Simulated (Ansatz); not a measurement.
Basis-set extrapolation for C2H5ClF2Si, SMILES `F[C@@H]([SiH3])[C@@H](F)Cl` (PBE0-D4/def2-TZVP geometry, frozen core, Ansatz 0.2.0). Multiplicity 1, RHF reference.

```csv
,def2-TZVPP,def2-QZVPP
HF,-1026.074014,-1026.107801
MP2 correlation,-1.145425,-1.244945
CCSD(T) correlation,-1.239870,not run
```

Energies in hartree. Use E(X) = E(∞) + A·exp(−7.88·√X) for Hartree–Fock and E(X) = E(∞) + B·X^(−2.97) for correlation, with X = 3 and 4, and add CCSD(T) minus MP2 of the smaller set to the MP2 limit.

**Question.** What is the CCSD(T) energy at the basis-set limit?

**Answer.** HF limit: -1026.107801 + (-0.033787) × 0.13774 = -1026.11245. MP2 limit: -1.244945 + (-0.099520) × 0.74074 = -1.31866. Higher-order term: -1.239870 − (-1.145425) = -0.09445. Total: -1027.52556 hartree, 555.8 kJ/mol below CCSD(T)/def2-TZVPP.
